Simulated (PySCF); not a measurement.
# [CrF6]2-: what the settings change

The complex [CrF6]2- (charge -2) contains Cr(IV), shell d2. The structure is a PBE0-D3(BJ)/def2-SVP, IEF-PCM water geometry optimised for multiplicity 3; coordination octahedral, point group Oh, metal–donor distances 1.81 Å.

```
7

Cr    0.0000    0.0000    0.0000
F     0.0000    0.0000    1.8088
F     0.0000    0.0000   -1.8088
F     1.8088    0.0000    0.0000
F    -1.8088    0.0000    0.0000
F     0.0000    1.8088    0.0000
F     0.0000   -1.8088    0.0000
```

Method (PySCF 2.14, density fitting): CASSCF(2,5) with orbitals averaged over all microstates of the shell, strongly contracted NEVPT2 on the averaged canonical orbitals; basis x2c-TZVPall on the metal, x2c-SVPall elsewhere; spin-free X2C; IEF-PCM water; spin-orbit coupling by state interaction with the mean-field operator over all roots.

Base run: NEVPT2 ground state 3T1g, next 1T2g at 13197, then 1Eg at 13404 cm⁻¹, 10Dq(CASSCF) 21208, B(CASSCF) 1036, ζ 270 cm⁻¹, μeff(300 K) 2.44 μB.

Problem. What happens with the basis x2c-TZVPall on all atoms?

Solution. NEVPT2 ground state 3T1g, next 1T2g at 13161, then 1Eg at 13365 cm⁻¹, 10Dq(CASSCF) 21155, B(CASSCF) 1038, ζ 270 cm⁻¹, μeff(300 K) 2.43 μB. It took 45 s against 17 s on a shared host of the same kind.

Problem. What happens with orbitals averaged over the highest spin alone?

Solution. NEVPT2 ground state 3T1g, next 1T2g at 13248, then 1Eg at 13459 cm⁻¹, 10Dq(CASSCF) 21232, B(CASSCF) 1045, ζ 273 cm⁻¹, μeff(300 K) 2.43 μB.

Charge-transfer states lie outside this active space and may come lower than some of these levels. The ground state is orbitally degenerate in this regular structure, which would distort (Jahn–Teller), so its moment is that of the undistorted model. NEVPT2 lifts 3T2g from 19677 to 23611 cm⁻¹; on the d shell alone it tends to overshoot states that fill the eg-type orbitals. An active orbital has only 0.75 squared overlap with the free ion's shell, so the metal shell alone is a small active space here. NEVPT2 on the d shell alone tends to put d–d bands too high for such charged or covalently bound ions.
